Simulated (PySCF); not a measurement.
A structure optimised at B3LYP-D3(BJ)/def2-TZVP, used in a PySCF frequency run:

```
Cl
I 1 2.3447
```
Charge 0, spin multiplicity 1.

Q: Write its SMILES, formula and point group.

A: ClI, ClI, C∞v

Q: What are its rotational constants (standard atomic weights)?

A: 3.3174 GHz (linear rotor, B only)
